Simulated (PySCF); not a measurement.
## Excitation energy of Nb+ by level of theory

Nb+ [Kr] 4d4 (5D) → Nb+ [Kr] 4d3 5p1 (high-spin determinant), as a difference of total energies. Calculation: PySCF 2.14, in aug-cc-pwCVTZ-PP with ECP28MDF (8s8p7d4f3g, 122 functions); scalar relativity through the core potential. Correlated levels: valence: 4s2 4p6 frozen; valence and next inner shell: nothing frozen outside the core potential. The calculations carry no spin-orbit coupling.

```csv
method,excitation energy (eV)
UHF,3.910
LDA,4.427
PBE,4.307
PBE0,4.362
PW91,4.317
MP2 (valence),4.212
SCS-MP2 (valence),4.011
MP2 (valence and next inner shell),4.467
SCS-MP2 (valence and next inner shell),4.277
```

**Question.** Estimate what LC-wPBE gives.

**Answer.** 4.506 eV, closest to MP2 (valence and next inner shell) among the rows shown.

**Question.** Estimate what PBEsol gives.

**Answer.** 4.371 eV, closest to PBE0 among the rows shown.

The determinant of the upper state mixes LS terms, which raises its energy above the lowest term, most at the Hartree-Fock and MP2 levels.
